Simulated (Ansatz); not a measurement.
CH7NSSi can be A, `NCS[SiH3]`, or B, `N[SiH2]CS`.

Computed with Ansatz on PBE0-D4/def2-TZVP structures; ΔE is electronic, products minus reactants. CBS: MP2 limit from def2 TZ/QZ plus the TZ coupled-cluster correction, frozen cores. Functionals use def2-TZVPP. Each species was taken in one conformer, which may not be the lowest.

(1) Which isomer does CCSD(T)/CBS put lower? Give the gap. (Estimate.)

(2) Give E(B) − E(A) in kJ/mol with HF/def2-TZVPP, CCSD/def2-TZVPP, B2PLYP, PBE0-D4, PBE-D4, LDA (SPW92), r2SCAN-D4. (Estimate.)

(3) Does the order hold for the free energy at 298.15 K (harmonic terms from PBE0-D4)? (An estimate is asked.)

Largest T1 diagnostic: 0.011.

Answers

(1) Ansatz gave: B, by 70.5 kJ/mol.

(2) Ansatz gave: HF/def2-TZVPP -66.1, CCSD/def2-TZVPP -70.9, B2PLYP -68.8, PBE0-D4 -63.6, PBE-D4 -60.0, LDA (SPW92) -65.9, r2SCAN-D4 -67.6. None reverses the order clearly.

(3) The calculation gave: Yes: G(B) − G(A) = -73.6 kJ/mol, for one conformer each. Modes under 60 cm⁻¹, often nearly free rotors, make the harmonic entropy too high.

From BLYP to BHLYP (50 % exact exchange), in def2-TZVPP and without D4, E(B) − E(A) moves by −7.4 kJ/mol. In def2-TZVPP, CCSD(T) changes the Hartree–Fock value by −3.7 kJ/mol (the triples alone add +1.1 kJ/mol) and MP2 by −6.8 kJ/mol.
